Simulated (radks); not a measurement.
Problem. The mean radii <r> (bohr) of the occupied orbitals of an atom or ion are listed with their occupations. All-electron calculation, scalar-relativistic Kohn-Sham, r2SCAN, spin-polarised, spherical densities, finite nucleus; meta-GGA in the generalised Kohn-Sham scheme; Fermi nuclear charge, rms radius of each element as measured or else 0.836 A^(1/3) + 0.57 fm. Program: a radial shooting solver on a logarithmic mesh with Libxc functionals.

| orbital | occ. | <r> |
|---|---|---|
| 1s | 2 | 0.01889 |

Name the element and its charge. Open shells, if any, are filled with parallel spins first.

Solution. Z = 72, hafnium, charge +70: Hf70+ in [He]. The 1s radius gives Z: for a bare nucleus <r> = (2 gamma + 1)/(2Z) with gamma = sqrt(1 - (Z/c)^2), 0.01876 bohr for Z = 72, and screening makes it slightly larger (0.01889 here). The occupations add up to 2, and the charge is Z minus that.
